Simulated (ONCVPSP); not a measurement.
**C: excitation energies, all-electron against ONCV**

| Item | Value |
| --- | --- |
| Element | carbon (C) |
| Generator | ONCVPSP 4.0.1 |
| Type | optimised norm-conserving Vanderbilt (ONCV) |
| Functional | PBE |
| Relativity | scalar-relativistic |
| Frozen core | [He] |
| Valence charge | 4 |
| Reference configuration | 2s2 2p2 |
| Partial waves | 2s: rc 1.15 bohr, ncon 5, nbas 9, qcut 5.4 1/bohr, local; 2p: rc 2.40 bohr, ncon 5, nbas 8, qcut 5.2 1/bohr, 2 projectors, debl 2.2 Ha; d scattering state at 0.11 Ha: rc 2.60 bohr, ncon 4, nbas 8, qcut 3.6 1/bohr, 2 projectors, debl 3.6 Ha |
| Local potential | the s channel |
| Core correction | Teter function, fcfact 2.25, rcfact 1.6 |

Energies are relative to the spin-unpolarised reference configuration 2s2 2p2; without spin polarisation the order of configurations can differ from experiment.

Give the all-electron excitation energy and the error of the potential for: 2s2 2p1; 2s2 2p0; 2s1 2p0; 2s2 2p1.5.

| valence configuration | charge | ΔE all-electron (eV) | error AE − PS (meV) |
| --- | --- | --- | --- |
| 2s2 2p1 | +1 | 10.861 | +58 |
| 2s2 2p0 | +2 | 35.017 | +493 |
| 2s1 2p0 | +3 | 83.211 | +996 |
| 2s2 2p1.5 | +0.5 | 3.963 | +8.9 |
